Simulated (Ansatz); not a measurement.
`C=C[CH2][GeH2][F]` + H₂O → `[OH][GeH2][F]` + propene  (formal hydrolysis of a Ge–C bond)

Isolated molecules relaxed with PBE0-D4/def2-TZVP in Ansatz; ΔE leaves out vibrations. CBS: MP2 limit from def2 TZ/QZ plus the TZ coupled-cluster correction, frozen cores. This one scheme is used for every species. DFT in def2-TZVPP. B3LYP here is the variant with VWN-RPA as its local correlation; programs differ in this. For Ge outer-core shells are correlated without core-valence functions, which leaves a few kJ/mol of doubt a bond. Scalar relativity is left out up to krypton. Each species was taken in one conformer, which may not be the lowest.

**Question.** Is it downhill or uphill in electronic energy at CCSD(T)/CBS, and by how much? (Estimate.)

**Answer.** The calculation gave: Downhill: ΔE = -0.44 eV.

**Question.** What do these levels give: LDA (SPW92), B2PLYP, PBE-QIDH, B3LYP, r2SCAN0, BHLYP, HF/def2-SVP, CCSD/def2-SVP, MP2/def2-TZVPP, CCSD/def2-TZVPP, MP2/def2-QZVPP, SCS-MP2/def2-QZVPP? (Best estimate.)

**Answer.** The calculation gave: LDA (SPW92) -0.46, B2PLYP -0.58, PBE-QIDH -0.50, B3LYP -0.60, r2SCAN0 -0.53, BHLYP -0.62, HF/def2-SVP -0.70, CCSD/def2-SVP -0.63, MP2/def2-TZVPP -0.48, CCSD/def2-TZVPP -0.52, MP2/def2-QZVPP -0.45, SCS-MP2/def2-QZVPP -0.52 eV.

**Question.** What do rigid-rotor, harmonic-oscillator terms from PBE0-D4/def2-TZVP frequencies (298.15 K, 1 bar) make of the CCSD(T)/CBS value? (Best estimate.)

**Answer.** The calculation gave: ΔZPE = +0.05 eV, ΔH = -0.43 eV, ΔS = 11 J/(mol·K), ΔG = -0.46 eV.

Largest T1 diagnostic among the species: 0.012.

At CCSD(T), def2-SVP lies −0.18 eV from the extrapolated value and def2-TZVPP −0.06 eV. In def2-TZVPP, CCSD(T) changes the Hartree–Fock value by +0.21 eV (the triples alone add +0.02 eV) and MP2 by +0.23 eV.
